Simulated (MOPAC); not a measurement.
A run for MOPAC: PM3 on SiO-, 2S+1 = 2, a spin state set in the input, which need not be the lowest, a point of a bond scan (R = 1.657 Å). Charge -1.

```
PM3 1SCF PRECISE CHARGE=-1 UHF MS=0.5 THREADS=1
OSi

O      0.00000000 1     0.00000000 1     0.00000000 1
Si     0.00000000 1     0.00000000 1     1.65719800 1
```

It printed:

```
*******************************************************************************
 **                                                                           **
 **                              MOPAC v23.2.5                                **
 **                                                                           **
 *******************************************************************************
 ** MOPAC's Digital Object Identifier: https://doi.org/10.5281/zenodo.6511958 **
 **                                                                           **
 ** Please cite the open-source release paper for use of this MOPAC version:  **
 ** J. E. Moussa and J. J. P. Stewart (2026)                                  **
 ** MOPAC: An open-source semiempirical molecular orbital program             **
 ** J. Open Source Softw., 11(119), 8025, https://doi.org/10.21105/joss.08025 **
 *******************************************************************************

                              PM3 CALCULATION RESULTS

 *******************************************************************************
 *  PM3        - The PM3 Hamiltonian to be used
 *  UHF        - UNRESTRICTED HARTREE-FOCK CALCULATION
 *
 *
 *
 *                 CHARGE ON SYSTEM = -1
 *
 *
 *
 *  MS=        - IN MECI, MAGNETIC COMPONENT OF SPIN =  0.5
 *  PRECISE    - TIGHTER CRITERIA TO BE USED
 *  1SCF       - DO 1 SCF AND THEN STOP
 *  THREADS=1  - MULTI-THREADING NOT USED
 *  T=         - A TIME OF 172800.0 SECONDS REQUESTED
 *  DUMP=N     - RESTART FILE WRITTEN EVERY 7200.0 SECONDS REQUESTED
 *******************************************************************************
PM3 1SCF PRECISE CHARGE=-1 UHF MS=0.5 THREADS=1
 OSi

   ATOM   CHEMICAL          X               Y               Z
  NUMBER   SYMBOL      (ANGSTROMS)     (ANGSTROMS)     (ANGSTROMS)

     1       O          0.00000000  *   0.00000000  *   0.00000000  *
     2      Si          0.00000000  *   0.00000000  *   1.65719800  *



          CARTESIAN COORDINATES

    NO.       ATOM           X           Y           Z

     1         O          0.0000      0.0000      0.0000
     2        Si          0.0000      0.0000      1.6572

  O: (PM3): J. J. P. STEWART, J. COMP. CHEM. 10, 209 (1989).
 Si: (PM3): J. J. P. STEWART, J. COMP. CHEM. 10, 209 (1989).

           Empirical Formula: O Si  =     2 atoms



      MOLECULAR POINT GROUP   :   C*v


          UHF CALCULATION, NO. OF ALPHA ELECTRONS =    6
                           NO. OF BETA  ELECTRONS =    5

 -------------------------------------------------------------------------------
 PM3 1SCF PRECISE CHARGE=-1 UHF MS=0.5 THREADS=1
 OSi



     1SCF WAS SPECIFIED, SO BFGS WAS NOT USED
     SCF FIELD WAS ACHIEVED


                              PM3 CALCULATION
                                                       MOPAC v23.2.5 Linux




          FINAL HEAT OF FORMATION =        -37.68129 KCAL/MOL =    -157.65852 KJ/MOL


          COSMO AREA              =         82.02 SQUARE ANGSTROMS
          COSMO VOLUME            =         68.51 CUBIC ANGSTROMS

          IONIZATION POTENTIAL    =          1.505697 EV
          ALPHA SOMO LUMO (EV)    =         -1.506  4.486
          BETA  SOMO LUMO (EV)    =         -3.518  4.511
          NO. OF ALPHA ELECTRONS  =          6
          NO. OF BETA  ELECTRONS  =          5
          MOLECULAR WEIGHT        =         44.0849         POINT GROUP:  C*v

          MOLECULAR DIMENSIONS (Angstroms)

            Atom       Atom       Distance
           Si     2    O     1     1.65720
           Si     2    O     1     0.00000
            O     1   Si     2     0.00000


          SCF CALCULATIONS        =          1





   ATOM   CHEMICAL          X               Y               Z
  NUMBER   SYMBOL      (ANGSTROMS)     (ANGSTROMS)     (ANGSTROMS)

     1       O          0.00000000  *   0.00000000  *   0.00000000  *
     2      Si          0.00000000  *   0.00000000  *   1.65719800  *

                             CARTESIAN COORDINATES

   1    O        0.000000000     0.000000000     0.000000000
   2   Si        0.000000000     0.000000000     1.657198000


           Empirical Formula: O Si  =     2 atoms



      MOLECULAR POINT GROUP   :   C*v


          ALPHA EIGENVALUES
 -26.51428  -8.49997  -7.03188  -4.74773  -4.39564  -1.50570   4.48620   7.47753


           BETA EIGENVALUES
 -26.59823  -8.44142  -6.76401  -6.09232  -3.51815   4.51093   5.26307   7.98769


              NET ATOMIC CHARGES AND DIPOLE CONTRIBUTIONS

  ATOM NO.   TYPE          CHARGE      No. of ELECS.   s-Pop       p-Pop
    1          O          -0.562789        6.5628     1.87861     4.68418
    2         Si          -0.437211        4.4372     1.77864     2.65857
 DIPOLE           X         Y         Z       TOTAL
 POINT-CHG.     0.000     0.000     1.591     1.591
 HYBRID        -0.000     0.000    -2.815     2.815
 SUM           -0.000     0.000    -1.224     1.224


          ATOMIC ORBITAL ELECTRON POPULATIONS

     Atom    s        px        py        pz
    1  O   1.87861   1.87456   1.33792   1.47170
    2 Si   1.77864   1.12544   0.66208   0.87105


                    (SZ)    =    0.500000
                    (S**2)  =    0.948047


          ATOMIC ORBITAL SPIN POPULATIONS

    Atom   Total    s     px     py     pz
         Atomic
    1  O -0.3542  0.003  0.125 -0.404 -0.080
    2 Si  1.3542  0.002  0.875  0.404  0.074

 **********************
 *                    *
 * JOB ENDED NORMALLY *
 *                    *
 **********************




 == MOPAC DONE ==
```

The run finished. Its determinant has ⟨S²⟩ = 0.95, a mixture of spin states.

Cost: very roughly 0.020 core-seconds.
